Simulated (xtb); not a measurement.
C5H7FO2 (SMILES C=C(F)C(=O)OCC), singlet, from a rough starting geometry; GFN2-xTB run with xtb 6.7.1.

The xtb input:
```
$ xtb mol.xyz --gfn 2 --opt vtight --json

# file mol.xyz
15

C      3.24655652     0.18817638     0.14278665
C      2.04297126     0.44539785    -0.27380057
F      1.80172749     1.25452590    -1.24317459
C      0.83516739    -0.26884594     0.35207873
O      0.92862897    -1.07202102     1.33367292
O     -0.30795621     0.17558660    -0.24857850
C     -1.45902735    -0.46623282     0.24631393
C     -2.62170903     0.15139153    -0.53284759
H      3.50284237    -0.56396510     0.99119794
H      4.12653842     0.65896258    -0.29841548
H     -1.46046461    -1.54764001     0.14260861
H     -1.64371373    -0.18813419     1.31291191
H     -2.72561580     1.22762468    -0.39720636
H     -2.53523549    -0.00663491    -1.55781811
H     -3.60279843    -0.19201761    -0.13630220
```

Task: Predict the main parts of the log of this xtb run.

Result: 
```
   ID    Z sym.   atoms
    1    6 C      1, 2, 4, 7, 8
    2    9 F      3
    3    8 O      5, 6
    4    1 H      9-15

           -------------------------------------------------
          |                Calculation Setup                |
           -------------------------------------------------

           -------------------------------------------------
          |                 G F N 2 - x T B                 |
           -------------------------------------------------

          ...................................................
          :                      SETUP                      :
          :.................................................:
          :  # basis functions                  39          :
          :  # atomic orbitals                  39          :
          :  # shells                           23          :
          :  # electrons                        46          :
          :  max. iterations                   250          :
          :  Hamiltonian                  GFN2-xTB          :
          :  restarted?                      false          :
          :  GBSA solvation                  false          :
          :  PC potential                    false          :
          :  electronic temp.          300.0000000     K    :
          :  accuracy                    1.0000000          :
          :  -> integral cutoff          0.2500000E+02      :
          :  -> integral neglect         0.1000000E-07      :
          :  -> SCF convergence          0.1000000E-05 Eh   :
          :  -> wf. convergence          0.1000000E-03 e    :
          :  Broyden damping             0.4000000          :
          :  net charge                          0          :
          :  unpaired electrons                  0          :
          ...................................................

 iter      E             dE          RMSdq      gap      omega  full diag
   1    -27.2854153 -0.272854E+02  0.468E+00    3.92       0.0  T
   2    -27.3291177 -0.437024E-01  0.279E+00    3.47       1.0  T
   3    -27.3291091  0.865673E-05  0.163E+00    3.72       1.0  T
   4    -27.3437161 -0.146070E-01  0.550E-01    3.70       1.0  T
   5    -27.3457444 -0.202831E-02  0.124E-01    3.62       1.0  T
   6    -27.3458437 -0.993219E-04  0.629E-02    3.65       1.0  T
   7    -27.3458527 -0.897127E-05  0.183E-02    3.64       1.4  T
   8    -27.3458531 -0.372009E-06  0.717E-03    3.64       3.6  T
   9    -27.3458531 -0.854097E-07  0.182E-03    3.64      14.2  T
  10    -27.3458531 -0.450992E-08  0.838E-04    3.64      30.8  T
  11    -27.3458531 -0.101165E-08  0.222E-04    3.64     116.3  T

   *** convergence criteria satisfied after 11 iterations ***

         :::::::::::::::::::::::::::::::::::::::::::::::::::::
         ::                     SUMMARY                     ::
         :::::::::::::::::::::::::::::::::::::::::::::::::::::
         :: total energy             -27.089556078696 Eh    ::
         :: gradient norm              0.181958183158 Eh/a0 ::
         :: HOMO-LUMO gap              3.642679433844 eV    ::
         ::.................................................::
         :: SCC energy               -27.345864769569 Eh    ::
         :: -> isotropic ES            0.050587902913 Eh    ::
         :: -> anisotropic ES          0.003078318204 Eh    ::
         :: -> anisotropic XC          0.001496847904 Eh    ::
         :: -> dispersion             -0.008383786977 Eh    ::
         :: repulsion energy           0.256308690873 Eh    ::
         :: add. restraining           0.000000000000 Eh    ::
         :: total charge              -0.000000000000 e     ::
         :::::::::::::::::::::::::::::::::::::::::::::::::::::

      -----------------------------------------------------------
     |                   =====================                   |
     |                        A N C O P T                        |
     |                   =====================                   |
     |               Approximate Normal Coordinate               |
     |                Rational Function Optimizer                |
      -----------------------------------------------------------
      -----------------------------------------------------------
     |                   =====================                   |
     |                        A N C O P T                        |
     |                   =====================                   |
     |               Approximate Normal Coordinate               |
     |                Rational Function Optimizer                |
      -----------------------------------------------------------

          ...................................................
          :                      SETUP                      :
          :.................................................:
          :   optimization level         verytight          :
          :   max. optcycles                   300          :
          :   ANC micro-cycles                  20          :
          :   degrees of freedom                39          :
          :.................................................:
          :   RF solver                   davidson          :
          :   write xtbopt.log                true          :
          :   linear?                        false          :
          :   energy convergence         0.1000000E-06 Eh   :
          :   grad. convergence          0.2000000E-03 Eh/α :
          :   maxmium RF displ.          1.0000000          :
          :   Hlow (freq-cutoff)         0.1000000E-01      :
          :   Hmax (freq-cutoff)         5.0000000          :
          :   S6 in model hess.         20.0000000          :
          ...................................................

generating ANC from exact Hessian ...
Using Lindh-Hessian (1995)
 Shifting diagonal of input Hessian by    7.8162101029380406E-003
 Lowest  eigenvalues of input Hessian
[...]
 * total energy  :   -27.0895561 Eh     change       -0.1262705E-09 Eh
 * total energy  :   -27.1125220 Eh     change       -0.2296594E-01 Eh
 * total energy  :   -27.1146747 Eh     change       -0.2152695E-02 Eh
 * total energy  :   -27.1149950 Eh     change       -0.3203241E-03 Eh
 * total energy  :   -27.1150766 Eh     change       -0.8153763E-04 Eh
 * total energy  :   -27.1150881 Eh     change       -0.1149344E-04 Eh
 * total energy  :   -27.1150910 Eh     change       -0.2924165E-05 Eh
 * total energy  :   -27.1150917 Eh     change       -0.7223494E-06 Eh
 * total energy  :   -27.1150919 Eh     change       -0.1702843E-06 Eh
 * total energy  :   -27.1150920 Eh     change       -0.1177521E-06 Eh
 * total energy  :   -27.1150921 Eh     change       -0.6052317E-07 Eh
   *** GEOMETRY OPTIMIZATION CONVERGED AFTER 11 ITERATIONS ***
         :: total energy             -27.115092067989 Eh    ::
[...]
         :: total charge              -0.000000000000 e     ::
         :::::::::::::::::::::::::::::::::::::::::::::::::::::

           -------------------------------------------------
          |                Property Printout                |
           -------------------------------------------------

    * Orbital Energies and Occupations

         #    Occupation            Energy/Eh            Energy/eV
      -------------------------------------------------------------
         1        2.0000           -0.8318350             -22.6354
       ...           ...                  ...                  ...
        11        2.0000           -0.5653079             -15.3828
        12        2.0000           -0.5459853             -14.8570
        13        2.0000           -0.5359934             -14.5851
        14        2.0000           -0.5267394             -14.3333
        15        2.0000           -0.5265758             -14.3289
        16        2.0000           -0.4936879             -13.4339
        17        2.0000           -0.4911565             -13.3650
        18        2.0000           -0.4906483             -13.3512
        19        2.0000           -0.4834911             -13.1565
        20        2.0000           -0.4758254             -12.9479
        21        2.0000           -0.4488058             -12.2126
        22        2.0000           -0.4409346             -11.9984
        23        2.0000           -0.4308581             -11.7242 (HOMO)
        24                         -0.2894975              -7.8776 (LUMO)
        25                         -0.1804982              -4.9116
        26                         -0.0098253              -0.2674
        27                          0.0427017               1.1620
        28                          0.0939015               2.5552
        29                          0.1225812               3.3356
        30                          0.1373835               3.7384
        31                          0.1394203               3.7938
        32                          0.1630619               4.4371
        33                          0.1682184               4.5775
        34                          0.2297955               6.2531
       ...                                ...                  ...
        39                          0.6921179              18.8335
      -------------------------------------------------------------
                  HL-Gap            0.1413607 Eh            3.8466 eV
             Fermi-level           -0.3601778 Eh           -9.8009 eV

     #   Z          covCN         q      C6AA      α(0)
     1   6 C        2.841    -0.093    30.320     9.024
     2   6 C        2.745     0.143    24.865     8.165
     3   9 F        0.787    -0.199    11.226     3.958
     4   6 C        2.727     0.349    21.067     7.514
     5   8 O        0.857    -0.408    21.846     6.267
     6   8 O        1.705    -0.236    17.906     5.713
     7   6 C        3.705     0.083    19.348     6.288
     8   6 C        3.751    -0.117    22.804     6.810
     9   1 H        0.926     0.096     1.825     2.113
    10   1 H        0.926     0.090     1.875     2.141
    11   1 H        0.924     0.055     2.255     2.348
    12   1 H        0.924     0.055     2.253     2.347
    13   1 H        0.925     0.063     2.167     2.302
    14   1 H        0.925     0.063     2.167     2.302
    15   1 H        0.925     0.055     2.253     2.347

 Mol. C6AA /au·bohr⁶  :       2160.123426
 Mol. C8AA /au·bohr⁸  :      47866.024111
 Mol. α(0) /au        :         69.639746

Wiberg/Mayer (AO) data.
largest (>0.10) Wiberg bond orders for each atom

 ---------------------------------------------------------------------------
     #   Z sym  total        # sym  WBO       # sym  WBO       # sym  WBO
 ---------------------------------------------------------------------------
     1   6 C    3.981 --     2 C    1.851    10 H    0.969     9 H    0.968
     2   6 C    3.893 --     1 C    1.851     4 C    0.978     3 F    0.976
     3   9 F    1.118 --     2 C    0.976
     4   6 C    3.934 --     5 O    1.716     6 O    1.162     2 C    0.978
     5   8 O    2.032 --     4 C    1.716     6 O    0.185
     6   8 O    2.344 --     4 C    1.162     7 C    0.931     5 O    0.185
     7   6 C    3.921 --     8 C    1.020    12 H    0.968    11 H    0.968
                             6 O    0.931
     8   6 C    3.989 --     7 C    1.020    13 H    0.985    14 H    0.985
                            15 H    0.983
     9   1 H    0.991 --     1 C    0.968
    10   1 H    0.991 --     1 C    0.969
    11   1 H    0.997 --     7 C    0.968
    12   1 H    0.997 --     7 C    0.968
    13   1 H    0.996 --     8 C    0.985
    14   1 H    0.996 --     8 C    0.985
    15   1 H    0.996 --     8 C    0.983
 ---------------------------------------------------------------------------

Topologies differ in total number of bonds
Writing topology from bond orders to xtbtopo.mol

molecular dipole:
                 x           y           z       tot (Debye)
 q only:       -0.341       0.030      -0.076
   full:       -0.312       0.025      -0.067       0.813
molecular quadrupole (traceless):
                xx          xy          yy          xz          yz          zz
 q only:       11.489       0.536      -5.355       0.967       3.727      -6.134
  q+dip:       11.346       1.149      -4.997       0.043       5.542      -6.349
   full:       10.871       1.031      -4.692       0.019       6.176      -6.179

optimized geometry written to: xtbopt.xyz

           -------------------------------------------------
          | TOTAL ENERGY              -27.115092067989 Eh   |
          | GRADIENT NORM               0.000059010938 Eh/α |
          | HOMO-LUMO GAP               3.846619673399 eV   |
           -------------------------------------------------

normal termination of xtb
```
